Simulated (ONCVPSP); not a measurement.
**hafnium: excitation energies, all-electron against ONCV**

| Property | Result |
| --- | --- |
| Element | hafnium (Hf) |
| Generator | ONCVPSP 4.0.1 |
| Type | optimised norm-conserving Vanderbilt (ONCV) |
| Functional | LDA (Perdew-Wang 92) |
| Relativity | scalar-relativistic |
| Frozen core | [Kr] 4d10 |
| Valence charge | 26 |
| Reference configuration | 4f14 5s2 5p6 5d2 6s2 |
| Partial waves | 5s+6s: rc 2.15 bohr, ncon 4, nbas 8, qcut 5.9 1/bohr, 2 projectors; 5p: rc 1.25 bohr, ncon 4, nbas 7, qcut 6 1/bohr, 3 projectors, debl 0.4 Ha; 5d: rc 2.90 bohr, ncon 4, nbas 9, qcut 5.2 1/bohr, 2 projectors, debl 3 Ha; 4f: rc 0.85 bohr, ncon 3, nbas 7, qcut 22.5 1/bohr, 2 projectors, debl 1.2 Ha |
| Local potential | polynomial inside 0.60 bohr (lpopt 5, dvloc0 4 Ha) |
| Core correction | none |

In the p channel the program set the typed energies aside and used -1.313, 0.250, 0.650 Ha.

Energies are relative to the spin-unpolarised reference configuration 4f14 5s2 5p6 5d2 6s2; without spin polarisation the order of configurations can differ from experiment. Not all tests gave a result: 1 of 4 tests not solved or not reliable.

| valence configuration | charge | ΔE all-electron (eV) | error AE − PS (meV) |
| --- | --- | --- | --- |
| 4f14 5s2 5p6 5d2 6s1 | +1 | 8.191 | -3.6 |
| 4f14 5s2 5p6 5d2 6s0 | +2 | 22.686 | -13 |
| 4f14 5s2 5p6 5d2.5 6s1.5 | 0 | 1.246 | -1.0 |

Note: ghosts flagged at negative energy: s at -657.1 eV, p at -387.9 eV, p at -95.3 eV, d at -30.0 eV; no localised positive-energy state flagged. A true bound ghost makes a file unfit for plane-wave use.
